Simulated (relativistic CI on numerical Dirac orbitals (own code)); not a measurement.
**Cd¹⁹⁺: sensitivity of the levels to the model**

Base calculation: Dirac-Coulomb-Breit CI, KLI orbitals optimised for each configuration, model QED (radiative potential, 1s self-energy scaled to tabulated hydrogen-like ionisation energies), unscaled Slater integrals.

Configurations in the expansion (outside the closed core [Ar]): 3d10 4s, 3d10 4p, 3d10 4d, 3d10 4f, 3d10 5s, 3d10 5p, 3d10 5d, 3d10 5f, 3d10 5g, 3d10 6s, 3d9 4p2, 3d10 6p, 3d9 4s2, 3d8 4s 4p2, 3d10 6d, 3d10 6f. Levels of other configurations are missing.

Variants: (1) one mean potential for all configurations. Shifts of the energy above 3d10 4s 2S_1/2, in cm⁻¹, for the lowest level and the first level of each name with at least 55 % of one term (blank where a level changes its place among those of its configuration and J or its character, or is not in the variant):

| Level | Base | Δ(1) |
| --- | --- | --- |
| 3d10 4s 2S_1/2 | 0 | 0 |
| 3d10 4p 2P°_1/2 | 330331 | +12 |
| 3d10 4p 2P°_3/2 | 403781 | +12 |
| 3d10 4d 2D_3/2 | 942091 | -42 |
| 3d10 4d 2D_5/2 | 955670 | -41 |
| 3d10 4f 2F°_5/2 | 1516524 | -144 |
| 3d10 4f 2F°_7/2 | 1517583 | -141 |
| 3d10 5s 2S_1/2 | 1880236 | +430 |
| 3d10 5p 2P°_1/2 | 2030202 | +455 |
| 3d10 5p 2P°_3/2 | 2062402 | +475 |
| 3d10 5d 2D_3/2 | 2305644 | +404 |
| 3d10 5d 2D_5/2 | 2311889 | +423 |
| 3d10 5f 2F°_5/2 | 2555768 | +424 |
| 3d10 5f 2F°_7/2 | 2556574 | +442 |
| 3d10 5g 2G_7/2 | 2633593 | +940 |
| 3d10 5g 2G_9/2 | 2633923 | +944 |
| 3d10 6s 2S_1/2 | 2761778 | +833 |
| 3d10 6p 2P°_1/2 | 2842168 | +882 |
| 3d10 6p 2P°_3/2 | 2859290 | +846 |
| 3d10 6d 2D_3/2 | 2990223 | +810 |
| 3d10 6d 2D_5/2 | 2993532 | +921 |
| 3d9 4s2 2D_5/2 | 2994108 | +18763 |

At this charge energies of transitions that change n are usually good to better than 1 %, and those within a shell (Δn = 0) to a few per cent.

Ionisation energy from the two ground configurations alone: base 544.778 eV. The NIST ASD value (semi-empirical) is 546.19 eV.

LS names give the leading component of a level, which can be under half, so a name can repeat, a term be missing and a line seem to break the LS rules.
